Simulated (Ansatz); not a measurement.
A nudged elastic band was laid between two geometries of C4H12OSi (18 atoms, charge 0, multiplicity 1).

Method: UHF/STO-3G in Ansatz.

| Quantity | Value |
| --- | --- |
| movable images | 3 |
| climbing image | yes |
| spring | 5.0 eV/Å² |
| optimiser | quadratic models (default) |
| start path | through a guess of the saddle point |
| force threshold | 0.05 eV/Å |
| iteration limit | 60 |
| end points | relaxed |

First end point:

```xyz
18
Properties=species:S:1:pos:R:3
C 0.982 -0.541 -2.087
C 1.449 -0.625 -0.620
C 0.603 0.236 0.365
O 0.632 1.632 0.004
Si -1.211 -0.280 0.497
C -1.999 0.555 1.961
H 1.681 -1.060 -2.736
H 0.004 -0.994 -2.214
H 0.921 0.495 -2.407
H 1.433 -1.662 -0.289
H 2.486 -0.293 -0.566
H 1.060 0.107 1.354
H 1.593 1.873 0.013
H -1.910 0.065 -0.693
H -1.261 -1.694 0.664
H -1.947 1.633 1.870
H -1.509 0.280 2.886
H -3.043 0.284 2.050
```

Last end point:

```xyz
18
Properties=species:S:1:pos:R:3
C 0.940 -0.514 -2.070
C 1.451 -0.796 -0.631
C 0.715 -0.207 0.596
O 0.846 1.444 0.228
Si -1.165 -0.420 0.509
C -1.970 0.464 1.945
H 1.618 -0.938 -2.805
H -0.042 -0.946 -2.233
H 0.869 0.554 -2.260
H 1.440 -1.875 -0.474
H 2.504 -0.508 -0.599
H 0.655 1.923 1.069
H 1.802 1.632 0.074
H -1.817 0.054 -0.670
H -1.453 -1.811 0.619
H -1.849 1.538 1.878
H -1.547 0.150 2.891
H -3.034 0.268 1.985
```

(1) What changes between the two ends?

(2) Give the energies along the band, and the barrier.

(3) What is the geometry of the highest image?

Answers

(1) Bonds broken: C3–H12. Bonds formed: O4–H12.

(2) The run converged. The highest image is number 3 of 0 to 4, 5.36 eV above the first end and 0.73 eV above the last; the last end lies 4.64 eV above the first. Neighbouring images differ by up to 3.1 eV, so the band resolves the path poorly. Another band between the same ends (5 images) ends at a top of the same energy, where a vibrational analysis finds 1 clearly imaginary mode. So few images can step over the top or miss a turn of the path. The orbitals stay closed-shell, which can raise the energy where a bond breaks towards radicals; this wasn't checked here. Limits of this set-up: minimal basis.

```
image  path coordinate (Å)  energy (eV)  C3–H12 (Å)  O4–H12 (Å)
    0                 0.00         0.00        1.10        2.08
    1                 0.52         0.11        1.10        2.01
    2                 1.03         2.27        1.12        1.57
    3                 1.55         5.36        1.41        1.05
    4                 2.63         4.64        2.18        0.99
```

(3) 
```xyz
18
Properties=species:S:1:pos:R:3
C 0.984 -0.522 -2.056
C 1.463 -0.703 -0.592
C 0.635 -0.052 0.526
O 0.731 1.611 0.226
Si -1.210 -0.366 0.516
C -2.014 0.466 1.977
H 1.693 -0.972 -2.744
H 0.019 -0.992 -2.213
H 0.889 0.529 -2.312
H 1.473 -1.768 -0.364
H 2.503 -0.377 -0.535
H 1.073 1.149 1.111
H 1.556 1.769 -0.295
H -1.871 0.085 -0.665
H -1.407 -1.774 0.613
H -1.891 1.541 1.936
H -1.587 0.125 2.911
H -3.077 0.263 2.010
```

Time of the run: 99 s on 1 thread of Arm Neoverse V2 (shared host), peak memory 0.13 GiB.
